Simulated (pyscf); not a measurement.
**H₃Si–PH–InH₂, singlet**

Gas-phase minimum from PySCF at ωB97X-D3(BJ)/def2-SVP, one conformer. 

```
Si
H 1 1.4906
H 1 1.4912 2 109.60
H 1 1.4986 2 107.51 3 -116.64
P 1 2.2418 2 107.35 4 -123.14
H 5 1.4248 1 95.92 2 175.55
In 5 2.4744 6 95.00 1 91.48
H 7 1.7225 5 119.29 6 29.52
H 7 1.7244 8 123.67 6 167.36
```

Properties at ωB97X-D3(BJ)/def2-SVP:

- Harmonic wavenumbers, unscaled: 48, 117, 140, 325, 339, 476, 498, 518, 604, 620, 652, 797, 927, 955, 973, 1837, 1841, 2208, 2257, 2265, 2444 cm⁻¹
- Zero-point energy: 29.8 kcal/mol
- Rotational symmetry number: 1
- Entropy of this conformer at 298 K and 1 atm, rigid rotor and harmonic oscillator, modes under 100 cm⁻¹ raised to 100: 354.8 J/(mol K)
- Dipole moment: 0.92 D

Single-point totals, which compare only within one level (frozen core for MP2 and CC):

```
level                   total energy (hartree)
----------------------  ----------------------
ωB97X-D3(BJ)/def2-TZVP              -824.72956
PBE/def2-TZVP                       -824.27333
r²SCAN/def2-TZVP                    -824.60984
B3LYP-D3(BJ)/def2-TZVP              -824.72395
PBE0-D3(BJ)/def2-TZVP               -824.34585
M06-2X/def2-TZVP                    -824.46577
ωB97M-D3(BJ)/def2-TZVP              -824.70782
HF/def2-TZVPP                       -822.38535
MP2/def2-TZVPP                      -822.96865
CCSD/def2-TZVPP                     -823.01266
CCSD(T)/def2-TZVPP                  -823.03520
```

The lowest mode is so soft that the shape along it may change with the basis. Soft torsions are taken as harmonic, which can shift the entropy by several J/(mol K). The CCSD(T) − MP2 part came from Ansatz, without density fitting, on the same reference. The frozen core leaves the outer d or s,p core shells of the metals and heavy elements correlated in the MP2 and CC values, and def2-TZVPP describes them poorly, so these totals are far from the basis limit. Elements past Kr carry the def2 core potentials, without spin-orbit coupling.
